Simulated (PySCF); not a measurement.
# Two-component Hartree-Fock for Xe⁴²⁺ (xenon, charge +42)

Start: [Ne] 3s2. Calculated with PySCF 2.14 in an even-tempered Gaussian basis (18 s from 3.2 bohr⁻², ratio 2.6; 14 p from 4.2 bohr⁻², ratio 2.6; 6 d from 4.3 bohr⁻², ratio 2.8; 4 f from 60 bohr⁻², ratio 2.8): generalised Hartree-Fock with the X2C-1e Hamiltonian and a Gaussian nucleus; spin-orbit coupling (SO) screened by Boettger's factors.

| spinor shell | electrons | ε, screened SO (eV) | weight of nominal j (screened SO) | rms radius, screened SO (bohr) |
| --- | --- | --- | --- | --- |
| 1s1/2 | 2 | -37482.1 | 1.000 | 0.0304 |
| 2s1/2 | 2 | -8094.4 | 1.000 | 0.121 |
| 2p1/2 | 2 | -7778.5 | 1.000 | 0.105 |
| 2p3/2 | 4 | -7439.7 | 1.000 | 0.110 |
| 3s1/2 | 2 | -3243.3 | 1.000 | 0.291 |

| quantity | screened SO |
| --- | --- |
| E (hartree) | -5806.42674 |
| M_J | 0 |
| ⟨J²⟩ | 0.000 |
| ⟨L²⟩ | 0.008 |
| ⟨S²⟩ | 0.008 |

Breit and QED terms are absent; they matter most for the inner s and p1/2 levels.

Densities and radii are taken from the X2C orbitals without a picture-change correction, which distorts them close to the nucleus.
